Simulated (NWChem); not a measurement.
System: BaClF; SMILES [Ba]([F])[Cl]

The following NWChem deck was run.

```
start job
memory heap 200 mb stack 900 mb global 1100 mb
geometry units angstroms noautoz
  Ba    -0.167185    -0.336135     0.000000
  F      1.667635    -1.599131     0.000000
  Cl    -0.018124     2.434624     0.000000
end
basis spherical
  Ba library def2-svp
  F library def2-svp
  Cl library def2-svp
end
ecp
  Ba library def2-ecp
end
dft
  xc xpbe96 cpbe96
  iterations 150
end
tddft
  cis
  nroots 8
  notriplet
end
task tddft energy
```

Structure relaxed at the PBE0/def2-SVP level. def2 effective core potentials on Ba; no spin-orbit coupling.

Vertical excitations in the gas phase.

### Question
Predict the main results of this run. (PBE/def2-SVP with def2 effective core potentials on Ba, TDA.) Quantities: lowest excitation, singlet (eV); oscillator strength of that lowest state; orbital gap (eV).

### Answer
| Property | Value |
|---|---|
| lowest excitation, singlet (eV) | 3.48 |
| oscillator strength of that lowest state | 0.007 |
| orbital gap (eV) | 3.48 |
